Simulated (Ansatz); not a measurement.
A search over several starts for the lowest SCF solution of BH₂SF₃ (relaxed from a model of B(H2S)F3, whose bonding it doesn't keep) at the given spin, in a small basis.

```yaml
crystal:
  periodic: [false, false, false]
  atoms:
    - {symbol: B, position_ang: [0.145566, -0.249092, -1.130102]}
    - {symbol: S, position_ang: [0.126612, -0.216330, 1.582077]}
    - {symbol: H, position_ang: [0.492578, 1.094236, 1.634553]}
    - {symbol: H, position_ang: [-1.194977, 0.107577, 1.634622]}
    - {symbol: F, position_ang: [1.473358, -0.241099, -1.241744]}
    - {symbol: F, position_ang: [-0.523223, 0.902916, -1.238416]}
    - {symbol: F, position_ang: [-0.519904, -1.398208, -1.240980]}
basis:
  gaussian: {orbitals: def2-SVP, initial_orbitals: start.molden}
hamiltonian: {xc: pbe0, dispersion: d4}
output: {orbitals: {seedname: orbitals}}
```

The file start.molden holds the orbitals of an earlier run on this structure, at another level or in another basis.

```sh
$ ansatz run in.yaml --threads 4 --pin off --events-out ev --progress --plain --max-ram 3916MiB
```

It prints (some lines left out):

```
Functional definition: PBE0
789 factors; integrals over basis functions are off by at most 1.3e-3 eV
mean field evaluation 1: about -19676.8930 eV, gradient 6.9e0 eV
mean field evaluation 2: about -19676.9897 eV, gradient 1.3e-1 eV
mean field evaluation 4: about -19677.1491 eV, gradient 8.6e-4 eV
mean field evaluation 8: about -19674.6145 eV, gradient 4.0e1 eV
mean field evaluation 16: about -19677.1491 eV, gradient 3.1e-2 eV
mean field -19677.14913192 eV, -723.1218929472 hartree, gradient 2.9e-5 eV, S^2 0.000000; 1 other end points of the search recorded, 0 dependent functions left out
reference -19677.14915413 eV, -723.1218937636 hartree; 25, 25 occupied and 59, 59 virtual orbitals, 789 factors
Total energy: -19677.25119847 eV, -723.1256438238 hartree
```

Run time 0.9 s (4 threads of Arm Neoverse V2 on a shared host).

In the singlet geometry the species has come apart into loosely held pieces.
